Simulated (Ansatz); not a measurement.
A run for Ansatz (an electronic-structure program): U-r2SCAN/def2-TZVPP on SiC, 2S+1 = 3, a spin state set in the input, which need not be the lowest, a point of a bond scan (R = 1.717 Å).

Ansatz 0.2 input:
```yaml
crystal:
  periodic: [false, false, false]
  atoms:
    - {symbol: C, position_ang: [0.00000000, 0.00000000, 0.00000000]}
    - {symbol: Si, position_ang: [0.00000000, 0.00000000, 1.71664200]}
basis:
  gaussian:
    orbitals: def2-TZVPP
    pivot_positions_ang: [[0.00000000, 0.00000000, 0.00000000], [0.00000000, 0.00000000, 1.71664200]]
hamiltonian:
  xc: {name: r2SCAN}
magnetization: {spin_polarized: true, initial_magnetization: 2}
output: {forces: true, orbitals: {seedname: ./end}}
```

### Question
Predict the final total energy.

### Answer
-327.3407 hartree.
